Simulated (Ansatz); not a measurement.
System: C$_{3}$H$_{3}$, charge 1, multiplicity 1. 
Geometry from a B3LYP-D3(BJ)/def2-TZVP (Ansatz, an electronic-structure program) optimisation:
```xyz
6

C      1.2489     0.1199     0.4370
C      0.0985     0.0095     0.0345
C     -1.1622    -0.1116    -0.4067
H      2.2584     0.2168     0.7903
H     -1.6564     0.7169    -0.9120
H     -1.7133    -1.0404    -0.2672
```
Charge +1, spin multiplicity 1.

Basis-set convergence of Hartree-Fock and MP2 correlation energies (hartree) with Ansatz. Correlated levels leave the core frozen unless marked. No spin-orbit coupling. Non-relativistic.

The Hartree-Fock reference is unstable (checked in the largest basis), which strains HF and MP2. 

```csv
basis,functions,E(HF),"E(corr, MP2)"
cc-pVDZ,-,-114.95862,-0.35133
cc-pVTZ,132,-114.99006,-0.42631
cc-pVQZ,255,-114.99699,-0.45314
```

Extrapolating the two largest sets (X = 3 and 4) as X^-3: E(corr) = (64·(-0.45314) - 27·(-0.42631))/37 = -0.4727 Eh, an estimate of the basis-set limit. The largest set recovers 95.9 % of it, the smallest 74.3 %.
